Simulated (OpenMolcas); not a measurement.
Ti2+ (d2) in a complex was computed by SS-CASPT2, IPEA 0.25 Eh, imaginary shift 0.1 Eh with the d shell active (OpenMolcas, ANO-RCC-VTZP on the metal). Its lowest spin-free states, and all those of the highest spin:

```csv
2S+1,Degeneracy,E (cm-1)
3,1,0
3,3,1880
3,3,3510
1,2,7300
1,3,8670
3,3,11530
1,1,12850
1,3,13810
1,2,15050
1,3,15350
1,1,29630
```

Q: Is the site octahedral, tetrahedral or cube-like, axial, or of lower symmetry?

A: The states with 2S+1 = 3 have orbital degeneracies 1, 3, 3, 3. Threefold states need a cubic site. For d2 at this spin an octahedron puts the threefold T1 below the threefold T2 and a tetrahedron or cube puts the single A2 below the threefold T2, so the site is a tetrahedron or a cube, which this pattern cannot tell apart. The first gap at this spin, 1880 cm-1, is |10Dq| in ligand-field theory. The run had Ti2+ with 4 ligands (bromide) in tetrahedral coordination (Td) at 2.64 Å. A charge of +0.5 e stands 2.6 Å behind each ligand. Ligand basis ANO-RCC-VDZP.

Roots that are degenerate in the reference are averaged as groups; the widest CASPT2 spread within a group is 810 cm-1 (the 3-fold group of multiplicity 3 near 1880 cm-1 above the lowest state of its run). Shifts and gaps below about the spread of the groups concerned are not significant. Over all roots computed the reference weight is 0.74 to 0.76; a low but even weight reflects the number of correlated electrons. Ligand-to-metal charge-transfer states are missing. These CASPT2 states fit no ligand-field parameters well, so their order and spin gaps are uncertain. With no ligand orbital active B as a rule stays too high, so bands that hang on it stand too high and its fall with covalency is understated. With one d shell and no ligand orbital active, 10Dq can be off by tens of per cent for divalent 3d ions, low with halides held by bare charges and at times high in hosts. Free-ion shares, where given, are those of the reference states; single-state CASPT2 does not remix them. No measured value stands beside these numbers; the geometry was imposed, not optimised, and the real ion may take another.
